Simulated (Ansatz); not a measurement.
Relaxation of CH$_{7}$AsBN (11 atoms, charge 0, multiplicity 1), to a largest force component of 0.02 eV/Å in at most 50 steps.

All numbers below come from Ansatz, RKS BHLYP-D4/def2-mTZVP.

```xyz
11
Properties=species:S:1:pos:R:3
B -0.759 1.738 0.364
C -0.388 0.261 0.566
N -0.052 -0.342 -0.725
As 0.388 -2.191 -0.426
H -0.791 2.260 -0.743
H -1.142 2.451 1.278
H 0.499 0.226 1.279
H -1.212 -0.255 1.002
H 0.887 0.095 -0.990
H 0.932 -2.373 -1.826
H 1.703 -1.926 0.242
```

Q: Where does it end, and by what steps?

A: It converged. After 11 steps the energy has fallen by 0.411 eV; H11 moved furthest, 0.37 Å.

```json
{"step": "0", "energy less start (eV)": "0.0000", "largest force component (eV/Å)": "2.618", "accepted": "yes"}
{"step": "1", "energy less start (eV)": "-0.2548", "largest force component (eV/Å)": "1.657", "accepted": "yes"}
{"step": "2", "energy less start (eV)": "-0.3650", "largest force component (eV/Å)": "0.892", "accepted": "yes"}
{"step": "3", "energy less start (eV)": "-0.3417", "largest force component (eV/Å)": "1.534", "accepted": "no"}
{"step": "4", "energy less start (eV)": "-0.4021", "largest force component (eV/Å)": "0.132", "accepted": "yes"}
{"step": "5", "energy less start (eV)": "-0.4076", "largest force component (eV/Å)": "0.069", "accepted": "yes"}
{"step": "6", "energy less start (eV)": "-0.4087", "largest force component (eV/Å)": "0.111", "accepted": "yes"}
{"step": "7", "energy less start (eV)": "-0.4101", "largest force component (eV/Å)": "0.024", "accepted": "yes"}
{"step": "8", "energy less start (eV)": "-0.4102", "largest force component (eV/Å)": "0.093", "accepted": "yes"}
{"step": "9", "energy less start (eV)": "-0.4101", "largest force component (eV/Å)": "0.082", "accepted": "no"}
{"step": "10", "energy less start (eV)": "-0.4105", "largest force component (eV/Å)": "0.055", "accepted": "yes"}
{"step": "11", "energy less start (eV)": "-0.4108", "largest force component (eV/Å)": "0.011", "accepted": "yes"}
```

```xyz
11
Properties=species:S:1:pos:R:3
B -0.775 1.796 0.347
C -0.420 0.304 0.572
N 0.033 -0.423 -0.600
As 0.499 -2.191 -0.354
H -0.526 2.352 -0.668
H -1.270 2.404 1.235
H 0.304 0.304 1.406
H -1.290 -0.200 0.994
H 0.695 0.109 -1.135
H 0.839 -2.459 -1.806
H 1.976 -2.053 0.029
```

Whether the end is a true minimum wasn't checked by a vibrational analysis.

Time of the run: 48 s on 2 threads of Arm Neoverse V1 (shared host), peak memory 0.26 GiB.
